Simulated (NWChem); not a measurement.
# CdCl cation; SMILES [Cd+][Cl]

Program: NWChem. The level has its own optimisation; frequencies are unscaled.

### Question
What does the run give for Hartree-Fock/STO-3G (all-electron, non-relativistic)? Quantities: r Cd–Cl (Å); highest harmonic frequency (cm⁻¹); zero-point energy (kcal/mol).

### Answer
The r Cd–Cl (Å) is 2.177. The highest harmonic frequency (cm⁻¹) comes out as 459 and the zero-point energy (kcal/mol) is 0.7.
